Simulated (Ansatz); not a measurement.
The cluster Mg₂S₂⁻. Charge -1, multiplicity 2. Geometry PBE-D4/def2-TZVPD; atoms count from 1.

Cartesian coordinates in Å:
```
Mg -0.611 0.245 1.223
Mg 0.611 -0.245 -1.223
S -1.688 -0.488 -0.745
S 1.688 0.488 0.745
```

The structure comes from a short search, and lower isomers may exist.

Question: Estimate the Mulliken populations from the PBE0/def2-TZVPD orbitals of Ansatz.

Answer: 
```tsv
atom	charge (e)	spin (α − β)
Mg1	0.38	0.59
Mg2	0.38	0.59
S3	-0.88	-0.09
S4	-0.88	-0.09
```
Mulliken values and Mayer orders depend strongly on the basis. With diffuse functions, as here, like atoms can get unlike values, and bond orders can come out too low or too high.

Question: Where does the spin sit?

Answer: Summed by element: Mg 1.19, S -0.19, of 1 unpaired in all. Largest on single atoms: Mg2 0.59, Mg1 0.59, S4 -0.09.

Question: And the Mayer bond orders between bonded heavy atoms (over 0.3)?

Answer: Mg1–Mg2 0.37 (2.78 Å); Mg1–S3 0.63 (2.36 Å); Mg1–S4 0.63 (2.36 Å); Mg2–S3 0.63 (2.36 Å); Mg2–S4 0.63 (2.36 Å).
